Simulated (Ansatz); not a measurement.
Gas-phase electronic energies from Ansatz, PBE0-D4/def2-TZVP geometries. CCSD(T)/CBS is the MP2 limit (def2-TZVPP, def2-QZVPP) plus CCSD(T) − MP2 in def2-TZVPP, frozen cores. For Ge outer-core shells are correlated without core-valence functions, which leaves a few kJ/mol of doubt a bond. Scalar relativity is left out up to krypton. Each species was taken in one conformer, which may not be the lowest.

Consider the ligand exchange at a Ge–C bond: `CO[CH2][GeH3]` + `C=CN[SiH2]Cl` → `C=C[N]([GeH3])[SiH2]Cl` + `COC`.

`CO[CH2][GeH3]`:

```xyz
12

C    -0.315   -2.011    0.178
O     0.299   -0.836   -0.279
C    -0.294    0.320    0.253
Ge    0.651    1.891   -0.458
H    -1.376   -2.044   -0.106
H    -0.245   -2.099    1.271
H     0.203   -2.854   -0.281
H    -0.237    0.325    1.353
H    -1.359    0.381   -0.015
H     0.004    3.161    0.125
H     0.539    1.922   -1.990
H     2.131    1.843   -0.050
```

`C=CN[SiH2]Cl`:

Cartesian coordinates in Å:
```
C -1.879 -1.085 0.083
C -0.808 -0.422 -0.344
N 0.050 0.338 0.437
Si 1.561 0.964 -0.070
Cl 3.096 -0.412 -0.024
H -2.495 -1.631 -0.617
H -2.167 -1.100 1.129
H -0.547 -0.434 -1.399
H -0.175 0.339 1.421
H 1.931 2.049 0.861
H 1.433 1.394 -1.478
```

`C=C[N]([GeH3])[SiH2]Cl`:

Z-matrix (Å, degrees):
```
Ge
N 1 1.865
H 1 1.535 2 109.4
H 1 1.532 2 105.0 3 -119.7
H 1 1.535 2 108.4 3 120.7
C 2 1.394 1 118.6 3 -58.9
Si 2 1.716 1 121.1 3 112.3
C 6 1.332 2 127.2 1 -0.6
H 6 1.089 2 114.1 1 -179.8
Cl 7 2.063 2 112.8 1 -82.1
H 7 1.477 2 109.2 1 35.8
H 7 1.479 2 108.6 1 159.8
H 8 1.084 6 123.2 2 1.3
H 8 1.081 6 119.7 2 -178.7
```

`COC`:

Cartesian coordinates in Å:
```
C -0.629 0.126 -0.968
O -0.225 -0.799 0.001
C 0.603 -0.219 0.968
H -1.198 0.955 -0.524
H -1.267 -0.398 -1.681
H 0.232 0.549 -1.506
H 0.091 0.593 1.504
H 0.874 -0.997 1.683
H 1.521 0.190 0.522
```

```csv
species,HF/CBS(def2) energy (Eh)
`CO[CH2][GeH3]`,-2230.70766
`C=CN[SiH2]Cl`,-882.28271
`C=C[N]([GeH3])[SiH2]Cl`,-2958.86056
`COC`,-154.14128
```

Task: Work out ΔE.

Result: ΔE = (-2958.86056) + (-154.14128) − (-2230.70766) − (-882.28271) = -0.01147 Eh = -30.1 kJ/mol. CCSD(T)/CBS gives -36.5 kJ/mol.

Largest T1 diagnostic among the species: 0.012.

From PBE to PBE0 (25 % exact exchange), in def2-TZVPP and without D4, ΔE moves by −3.0 kJ/mol. The D4 term adds −11.4 kJ/mol with B3LYP and −6.2 kJ/mol with PBE0; it sums over pairs of atoms, weighted by their polarisabilities, and B3LYP, whose exchange is more repulsive, gets the larger term. In def2-TZVPP, CCSD(T) changes the Hartree–Fock value by −8.3 kJ/mol (the triples alone add −2.4 kJ/mol) and MP2 by −12.7 kJ/mol.

B3LYP here is the variant with VWN-RPA as its local correlation; programs differ in this.
